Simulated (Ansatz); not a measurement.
Born–Oppenheimer molecular dynamics of Cl2GaH3N (7 atoms, charge 0, multiplicity 2). It starts at the highest image of a converged band, a first-order saddle point between two minima.

Computed with Ansatz 0.2.0, UKS B3LYP-D4/def2-SVP.

```yaml
ensemble: NVE (velocity Verlet)
time_step: 0.5 fs
steps_asked: 200
starting_velocities_drawn_for: 100 K
seed: 3520
```

First frame:

```xyz
7
Properties=species:S:1:pos:R:3
Ga 0.027 -0.260 0.029
Cl -0.009 -0.107 2.353
N 1.570 0.162 -0.834
H 1.654 0.042 -1.840
H 2.470 0.108 -0.367
Cl -1.815 -0.386 -1.112
H 0.096 0.441 3.877
```

Task: How far do the bonds stretch over the last three quarters of this one trajectory? (Pairs bonded in most of those frames.)

Result: 
```
   bond  mean (Å)  spread (Å)  shortest  longest
Ga1–Cl2     2.154       0.076      2.04     2.27
 Ga1–N3     1.802       0.013      1.78     1.82
Ga1–Cl6     2.140       0.034      2.09     2.19
  N3–H4     1.016       0.013      1.00     1.04
  N3–H5     1.016       0.010      1.00     1.03
```

Mean temperature of the second half: 551 K. The conserved energy stayed within 0.053 meV per atom of its start (net change 0.043 meV per atom), so the integration is sound. The kinetic energy rose, since the run started high on the potential surface and went downhill. It ends in pieces (Cl2GaH2N + H), so much of that is their flight and rotation, not heat. A run of 0.1 ps of so small a system gives no equilibrium averages.

The run took 7.4 min on 4 threads of Intel(R) Xeon(R) Platinum 8259CL CPU @ 2.50GHz (Skylake/Cascade Lake) (shared host), peak memory 0.35 GiB.
